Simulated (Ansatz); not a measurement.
Species: 2-silyloxyethoxysilane, C2H10O2Si2, net charge 0, singlet state. SMILES: [SiH3]OCCO[SiH3]
Geometry: optimised at B3LYP-D3(BJ)/def2-TZVP (Ansatz, an electronic-structure program).

Wanted: atomisation energy, in kcal/mol. Conventions: open shells spin-unrestricted; frozen cores in correlated levels; spin-orbit terms left out; non-relativistic; six Cartesian d functions in 6-31G* and its kin unless marked 5d; 6-311+G** with 5d, 6d on Na to Ar in Ansatz; LANL2DZ with its own core potentials from Na on; atomisation electronic, to ground-state atoms. CBS(X,Y): correlation extrapolated as X^-3; Hartree-Fock from the larger set. First-principles rows: single points at B3LYP-D3(BJ) geometries (Ansatz).

Coupled cluster (Ansatz) is a level with limits of its own, used here on species with T1 under 0.025 (0.045 for open shells) and stable references: CCSD(T)/CBS(cc-pV(T+d)Z,cc-pV(Q+d)Z).

Value to compare with, CCSD(T)/CBS(cc-pV(T+d)Z,cc-pV(Q+d)Z) (Ansatz): 1371.5 kcal/mol.

```csv
level,program,atomisation energy (kcal/mol),difference
MP2/STO-3G,Ansatz,1357.5,-14.0
MP2/3-21G,Ansatz,1116.0,-255.5
MP2/LANL2DZ,Ansatz,1109.9,-261.6
MP2/6-31G*,Ansatz,1240.3,-131.2
MP2/6-311+G**,Ansatz,1294.0,-77.5
```

Among the 5 habitual levels, MP2/LANL2DZ lies farthest from CCSD(T)/CBS(cc-pV(T+d)Z,cc-pV(Q+d)Z) (Ansatz) (-261.6 kcal/mol) and MP2/STO-3G nearest (-14.0); 0 of 5 lie above it, and their mean absolute difference is 148.0 kcal/mol, the median 131.2. One case shows no general order.

The sets are all those run for this method; left out are runs that failed, that the program found above a lower state of the same kind, or whose <S^2> lies over 0.5 above the pure value.
